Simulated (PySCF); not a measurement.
Cl2H2O2Zr, SMILES [OH][Zr]([OH])([Cl])[Cl], multiplicity 1. Atoms are numbered in the order given.

```xyz
7

Zr     0.0000     0.0000    -0.2776
Cl    -1.9473     0.0000     1.0835
Cl     1.9473     0.0000     1.0835
O      0.0000    -1.5677    -1.3606
H      0.0000    -2.3001    -1.9810
O      0.0000     1.5677    -1.3606
H      0.0000     2.3001    -1.9810
```

Geometry: B3LYP-D3(BJ)/def2-SVP. The spin state was assumed, not searched. The structure was generated by enumeration; whether it is a known compound was not checked. The def2 effective core potentials stand for the cores of Zr; spin–orbit coupling is left out. The values are those of a single conformer.

Calculation: PySCF with B3LYP/def2-TZVP.

Symmetry labels are those of the subgroup C2v that the program uses (full group C2v).

Computed valence orbital energies around the gap with their symmetry:
```csv
orbital,symmetry,energy (eV)
HOMO−7,B1,-10.28
HOMO−6,A1,-9.97
HOMO−5,B2,-9.71
HOMO−4,B1,-9.49
HOMO−3,A1,-9.17
HOMO−2,B2,-8.84
HOMO−1,A2,-8.75
HOMO,B1,-8.63
LUMO,A1,-1.60
LUMO+1,A2,-1.25
LUMO+2,B1,-0.77
LUMO+3,A1,-0.71
```
